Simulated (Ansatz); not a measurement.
A nudged elastic band was laid between two geometries of ClGaH5NO (9 atoms, charge 0, multiplicity 1).

Method: RKS PBE0/def2-SVP in Ansatz 0.2.0.

```yaml
movable_images: 9
climbing_image: yes
spring: 5.0 eV/Å²
optimiser: quadratic models (default)
start_path: through a guess of the saddle point
force_threshold: 0.05 eV/Å
iteration_limit: 60
end_points: relaxed
```

Image 0:

```xyz
9
Properties=species:S:1:pos:R:3
Ga 0.017 -0.111 0.211
N 0.058 -0.049 2.095
H -0.776 0.297 2.564
H 0.858 0.438 2.495
Cl 1.864 0.571 -0.701
H -1.309 -0.107 -0.610
O 0.400 -2.160 0.626
H -0.304 -2.797 0.450
H 0.302 -1.848 1.567
```

Image 10:

```xyz
9
Properties=species:S:1:pos:R:3
Ga -0.092 -0.536 0.074
N 0.072 -0.144 2.119
H -0.701 0.327 2.589
H 0.933 0.377 2.288
Cl 1.812 0.370 -0.563
H -1.403 0.113 -0.475
O 0.035 -2.307 0.447
H 0.274 -2.881 -0.286
H 0.179 -1.086 2.504
```

Q: Which bonds break or form, and what moves?

A: Bonds broken: O7–H9. Bonds formed: N2–H9.

Q: Give the energies along the band, and the barrier.

A: It converged. The highest image is number 2 of 0 to 10, 2.4 kcal/mol above the first end and 18.0 kcal/mol above the last; the last end lies 15.6 kcal/mol below the first. A vibrational analysis at the climbing image gives one clearly imaginary mode, 899i cm⁻¹: a first-order saddle point. The orbitals stay closed-shell, which can raise the energy where a bond breaks towards radicals; this wasn't checked here.

```csv
image,path coordinate (Å),energy (kcal/mol),O7–H9 (Å),N2–H9 (Å)
0,0.00,0.0,1.00,1.89
1,0.26,0.7,1.03,1.65
2,0.53,2.4,1.16,1.38
3,0.77,-1.8,1.40,1.17
4,1.01,-8.3,1.65,1.06
5,1.24,-11.5,1.87,1.04
6,1.48,-13.2,2.02,1.03
7,1.72,-14.4,2.14,1.03
8,1.96,-15.2,2.24,1.02
9,2.19,-15.5,2.33,1.02
10,2.43,-15.6,2.40,1.02
```

Q: What is the geometry of the highest image?

A: 
```xyz
9
Properties=species:S:1:pos:R:3
Ga 0.026 -0.205 0.096
N 0.080 -0.163 2.054
H -0.758 0.117 2.560
H 0.880 0.300 2.482
Cl 1.868 0.582 -0.730
H -1.331 -0.044 -0.651
O 0.374 -2.083 0.687
H -0.265 -2.787 0.529
H 0.235 -1.481 1.669
```

Q: What are the harmonic wavenumbers there?

A: 899i, 137, 145, 362, 392, 418, 459, 532, 582, 604, 719, 745, 770, 818, 1498, 1547, 1888, 2025, 3558, 3654, 3903 cm⁻¹.

The run took 5.9 min on 2 threads of Arm Neoverse V1 (shared host), peak memory 0.26 GiB.
